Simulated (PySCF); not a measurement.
SMILES [GeH3][NH][SiH2]C (CH9GeNSi) at its CAM-B3LYP/def2-SVP optimised geometry (Å):

```
13

Si    -0.8764    -0.1870     0.0000
C      0.9969    -0.1870     0.0000
N     -1.4640    -0.9994     1.4193
Ge    -0.7031    -2.3537     2.4000
H     -1.4031     1.2104     0.0000
H     -1.3461    -0.8193    -1.2735
H      1.3975     0.3182     0.8916
H      1.3751     0.3378    -0.8907
H      1.4031    -1.2104    -0.0254
H     -2.4328    -0.8217     1.6681
H     -0.4838    -3.6221     1.5528
H      0.6542    -1.9002     2.9603
H     -1.6748    -2.6628     3.5478
```

Computed with CAM-B3LYP/def2-TZVP in PySCF 2.14.0. Cells within 0.4 Å of a nucleus heavier than hydrogen are left out (blank, or x).

Map of the HOMO−1 amplitude (bohr^(-3/2)), clipped to [-0.25, 0.25] on the plane z = 0.0 Å; orbital energy -10.35 eV, overall sign arbitrary:

```
|55555555555555555555555555555|
|55555555555555555555555555555|
|55555555555555555555555555555|
|55555555555555555555555555555|
|55555555555555555555555555555|
|55555555655555555555555555555|
|55555566666655555555555555555|
|55555666776655555555555555555|
|55556667887665555555555555555|
|55556678997665555555555555555|
|55556678998665444455555555555|
|55556677887654444455666555555|
|55556667877654333345666655555|
|55556667776543211246776665555|
|5555566665xx42100xxx877665555|
|555556666xxxx2100xxx987665555|
|5555555655xx42110xx8877665555|
|55555555555432222357776665555|
|55555555555443333457776655555|
|55555555555444444567776655555|
|55555555555544444556666555555|
|55555555555555455556665555555|
|55555555555555555555555555555|
|55555555555555555555555555555|
|55555555555555555555555555555|
|55555555555555555555555555555|
|55555555555555555555555555555|
|55555555555555555555555555555|
|55555555555555555555555555555|
```
Scale: ten equal steps from -0.250 (start of '0') to 0.218 (end of '9'), in the order '0123456789'; x runs from -3.50 to 3.50, y from -3.50 (bottom) to 3.50 (top).
